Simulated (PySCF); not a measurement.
CrF2O2 (SMILES [O]=[Cr](=[O])([F])[F]), singlet, at a GFN2-xTB geometry (such geometries of metal compounds can be far from the true shape). Base run: DF-BLYP/pcseg-1 (PySCF).

Here is a job for PySCF.
```python
from pyscf import gto, scf, dft

mol = gto.M(
    atom='''
Cr    0.05209847   -0.00918190    0.01711959
O     1.23511899   -0.33445517   -0.92728600
O     0.50205912    0.02829272    1.49812372
F    -0.56708148    1.48699299   -0.39379254
F    -1.11600608   -1.19036352   -0.15927100
''',
    basis='pcseg-1',
    verbose=4,
)

mf = dft.RKS(mol)
mf.xc = 'blyp'
mf = mf.density_fit(auxbasis='def2-universal-jkfit')
mf.kernel()
```

The base run was repeated with changes; each row names its change, and settings that it needs were set with it.

```
change               basis functions       E (Eh)   HOMO (eV)  HOMO-LUMO gap (eV)  dipole (D)  core-seconds (rough)
-------------------  ---------------  -----------  ----------  ------------------  ----------  --------------------
base                              87  -1394.60668       -8.72                2.94        0.35                    20
basis = STO-3G            (withheld)   (withheld)  (withheld)          (withheld)  (withheld)                     7
basis = LANL2DZ                   58   -436.52740       -8.89                2.80        0.17                    10
basis = pcseg-0           (withheld)   (withheld)  (withheld)                2.88  (withheld)                     7
basis = 6-31G                     63  -1394.61344       -8.49                2.85        0.42                    10
basis = def2-SV(P)                80  -1394.34151       -8.43                2.88        0.35                    10
basis = def2-SVP                  87  -1394.35503       -8.43                2.92        0.37                    10
basis = 6-31G**           (withheld)   (withheld)  (withheld)          (withheld)  (withheld)                    20
basis = cc-pVDZ                   99  -1394.83267       -8.54                2.88        0.31                    20
basis = aug-pcseg-1              139  -1394.63326       -8.70                2.94        0.30                    30
basis = def2-TZVP         (withheld)   (withheld)       -8.64                2.96  (withheld)                    30
basis = pcseg-2                  176  -1394.97755       -8.66                2.98        0.35                    30
basis = def2-TZVPD               208  -1394.95027       -8.64                2.96        0.33                    30
```

Q: Some entries are withheld; supply them.

A: 
- basis = STO-3G, basis functions: 38
- basis = STO-3G, E (Eh): -1378.89610
- basis = STO-3G, HOMO (eV): -3.15
- basis = STO-3G, HOMO-LUMO gap (eV): 3.68
- basis = STO-3G, dipole (D): 1.34
- basis = pcseg-0, basis functions: 60
- basis = pcseg-0, E (Eh): -1391.61000
- basis = pcseg-0, HOMO (eV): -8.16
- basis = pcseg-0, dipole (D): 0.47
- basis = 6-31G**, basis functions: 90
- basis = 6-31G**, E (Eh): -1394.68024
- basis = 6-31G**, HOMO (eV): -8.19
- basis = 6-31G**, HOMO-LUMO gap (eV): 2.97
- basis = 6-31G**, dipole (D): 0.54
- basis = def2-TZVP, basis functions: 169
- basis = def2-TZVP, E (Eh): -1394.94689
- basis = def2-TZVP, dipole (D): 0.32

Totals compare only among sets that treat the same electrons; sets with core potentials leave the core out.
